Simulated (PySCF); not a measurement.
## Calculated data, CH6B2Ge, CH9BGe2

All values are calculated (PySCF 2.14.0). Calculation on a computer-drawn molecule: the log of a Hartree-Fock and frozen-core CCSD(T) single point meant for a local Hartree-Fock minimum, with one planted fault or none, to be diagnosed. Offsets are logged minus clean, where the clean run is the same molecule without the fault. The reference is restricted for singlets and unrestricted otherwise, and also for a bond in bohr or an excited solution. Adding or removing an electron swaps singlet and doublet. The excited solution moves the top pair (singlet) or top alpha electron (doublet) to the lowest empty orbital. Highest occupied and lowest empty are orbital energies over both spins, largest force is the largest gradient component, triples share is (T) over the correlation energy, the T1 limit is 0.02 restricted and 0.045 unrestricted, electrons count all cores, a negative frequency is imaginary (commonest isotopes), and the dipole is about the centre of nuclear charge; on germanium a core potential holds 10 electrons, which the energies leave out, and 3d is frozen in MP2 and coupled-cluster steps.

Common to all runs: meant charge 0; meant multiplicity 1; meant basis cc-pVDZ; meant basis and core potential on germanium cc-pVDZ-PP ECP10MDF; logged SCF converged yes; logged SCF stable within its kind yes; possible faults no fault, one electron removed, one electron added, multiplicity raised by two, geometry at a saddle point, SCF held on an excited solution, minimal basis STO-3G, one bond length entered in bohr, all coordinates scaled.

```yaml
- entry: 1
  formula: CH6B2Ge
  logged_structure:
    atoms_angstrom:
      - [B, -1.024, -0.8288, 0.7055]
      - [C, 0.2744, -0.2096, 1.3014]
      - [B, 1.5058, -0.8465, 0.5927]
      - [Ge, 0.2642, 1.761, 0.7528]
      - [H, -1.9088, -1.1956, 1.4333]
      - [H, -1.1674, -0.9495, -0.4801]
      - [H, 0.3228, -0.2147, 2.39]
      - [H, 1.5389, -0.9738, -0.6004]
      - [H, 2.4489, -1.2207, 1.2387]
      - [H, 0.2014, 1.5282, -0.8104]
  given:
    logged_electrons: 55
    logged_basis_functions: 95
    logged_spin_squared: 0.7638
    "logged_highest_occupied [eV]": -1.405
    "logged_lowest_empty [eV]": 6.584
    "logged_largest_force [hartree/bohr]": 0.052193
    logged_T1_diagnostic: 0.022872
    logged_D1_diagnostic: 0.09263
    logged_triples_share: 0.03424
    logged_CC_converged: "yes"
    "logged_dipole_magnitude [debye]": 0.93461
    "logged_energy_HF [hartree]": -384.07734
    "logged_energy_CCSD(T) [hartree]": -384.5564
    drawn_bonds_atom: [1, 2, 2, 1, 1, 2, 3, 3, 4]
    drawn_bonds_other_atom: [2, 3, 4, 5, 6, 7, 8, 9, 10]
    drawn_bonds_order: [1, 1, 1, 1, 1, 1, 1, 1, 1]
  results:
    planted_fault: "one electron added"
    "HF_energy_offset_from_clean_run [kcal/mol]": -15.23
    "CCSD(T)_energy_offset_from_clean_run [kcal/mol]": -25.24
- entry: 2
  formula: CH9BGe2
  logged_structure:
    atoms_angstrom:
      - [B, -0.4378, -0.0006, 1.1042]
      - [C, 0.331, 0.5884, -0.1142]
      - [Ge, -0.3598, -0.1772, -1.8102]
      - [Ge, 0.1681, 2.5663, -0.1511]
      - [H, -1.6264, 0.1668, 1.2088]
      - [H, 0.123, -0.6292, 1.9617]
      - [H, 1.4005, 0.3613, -0.0793]
      - [H, -1.8133, 0.2487, -2.0365]
      - [H, 0.5042, 0.3195, -2.9748]
      - [H, -0.2906, -1.7088, -1.7666]
      - [H, 0.6343, 3.1612, 1.1836]
      - [H, 1.0537, 3.1225, -1.2716]
      - [H, -1.2859, 2.9788, -0.3984]
  given:
    logged_electrons: 83
    logged_basis_functions: 119
    logged_spin_squared: 0.7666
    "logged_highest_occupied [eV]": -16.891
    "logged_lowest_empty [eV]": -8.3891
    "logged_largest_force [hartree/bohr]": 0.091282
    "logged_dipole_magnitude [debye]": 2.2817
    "logged_energy_HF [hartree]": -654.15319
    drawn_bonds_atom: [1, 2, 2, 1, 1, 2, 3, 3, 3, 4, 4, 4]
    drawn_bonds_other_atom: [2, 3, 4, 5, 6, 7, 8, 9, 10, 11, 12, 13]
    drawn_bonds_order: [1, 1, 1, 1, 1, 1, 1, 1, 1, 1, 1, 1]
  results:
    planted_fault: "one electron removed"
    "HF_energy_offset_from_clean_run [kcal/mol]": 227.7
  notes: ["coupled-cluster numbers left out as unreliable"]
```
